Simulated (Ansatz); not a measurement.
Tuning the range parameter of LC-ωPBE so that −HOMO meets the ionisation energy; basis def2-SVP, Ansatz. System: Ge(OEt)2Me2 (C₆H₁₆GeO₂). The state is a singlet with charge 0. Geometry: PBE-D4/def2-SVP. The ionised state is a doublet.

Geometry of the singlet:

Cartesian coordinates in Å:
```
Ge 0.198 -1.066 -0.167
O 1.418 -0.375 0.959
C 1.090 0.771 1.736
C 2.360 1.315 2.372
H 0.614 1.555 1.101
H 0.350 0.512 2.535
H 2.141 2.203 2.999
H 2.837 0.543 3.010
H 3.088 1.608 1.589
O -0.261 0.332 -1.220
C -1.581 0.579 -1.671
C -1.729 2.059 -1.999
H -1.805 -0.030 -2.584
H -2.345 0.288 -0.909
H -2.740 2.277 -2.400
H -1.568 2.678 -1.093
H -0.977 2.362 -2.756
C -1.373 -1.715 0.817
H -2.114 -2.174 0.133
H -1.862 -0.888 1.367
H -1.045 -2.480 1.548
C 1.180 -2.397 -1.193
H 1.591 -3.171 -0.516
H 2.016 -1.902 -1.722
H 0.518 -2.882 -1.937
```

| ω (1/bohr) | HOMO (eV) | LUMO (eV) | vertical IE (eV) | HOMO + IE (eV) |
| --- | --- | --- | --- | --- |
| 0.1 | -7.18 | 1.66 | 8.46 | 1.28 |
| 0.15 | -7.83 | 2.19 | 8.62 | 0.79 |
| 0.2 | -8.39 | 2.60 | 8.83 | 0.44 |
| 0.3 | -9.32 | 3.14 | 9.29 | -0.03 |

Where does the tuning condition hold?

Near ω = 0.29 bohr⁻¹, by linear interpolation.
